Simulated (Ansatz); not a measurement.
Reaction (ligand exchange at the Si–O bond): `[NH2][In]([NH2])[O][SiH3]` + `O[SiH2][SiH2]O` → `O[SiH2][SiH2]O[SiH3]` + `[NH2][In]([NH2])[OH]`

Computed with Ansatz on PBE0-D4/def2-TZVP structures; ΔE is electronic, products minus reactants. CBS: MP2 limit from def2 TZ/QZ plus the TZ coupled-cluster correction, frozen cores. DFT in def2-TZVPP. B3LYP here is the variant with VWN-RPA as its local correlation; programs differ in this. HSE06 is defined as in plane-wave codes. Elements past krypton have def2 core potentials. For In outer-core shells are correlated without core-valence functions, which leaves a few kJ/mol of doubt a bond. Each species was taken in one conformer, which may not be the lowest.

| level | ΔE (kJ/mol) | difference from CCSD(T)/CBS |
| --- | --- | --- |
| PBE-D4 | 3.8 | -4.2 |
| revPBE-D4 | 2.2 | -5.8 |
| B3LYP-D4 | 2.8 | -5.2 |
| HSE06-D4 | 6.5 | -1.5 |
| BHLYP-D4 | 6.0 | -2.0 |
| r2SCAN0 | 9.5 | 1.5 |
| HSE06 | 8.3 | 0.3 |
| LC-ωPBE | 10.2 | 2.2 |
| CCSD(T)/def2-SVP | 18.4 | 10.4 |
| HF/def2-TZVPP | 10.1 | 2.1 |
| SCS-MP2/def2-TZVPP | 8.6 | 0.6 |
| CCSD(T)/def2-TZVPP | 8.9 | 0.9 |
| HF/def2-QZVPP | 9.0 | 1.0 |
| MP2/def2-QZVPP | 8.4 | 0.4 |
| SCS-MP2/def2-QZVPP | 7.7 | -0.3 |
| HF/CBS(def2) | 8.9 | 0.9 |
| CCSD(T)/CBS | 8.0 | 0 |

Largest T1 diagnostic among the species: 0.015.

Leaving LDA and LC-ωPBE aside and taking each functional with its dispersion term where it has one, the values, not all of them listed here, spread over 10.2 kJ/mol, from BLYP-D4 to PBE-QIDH. At CCSD(T), def2-SVP lies +10.4 kJ/mol from the extrapolated value and def2-TZVPP +0.9 kJ/mol.

CCSD(T)/CBS has its own doubt, a few kJ/mol and more with outer-core shells, so smaller differences from it don't rank the levels.
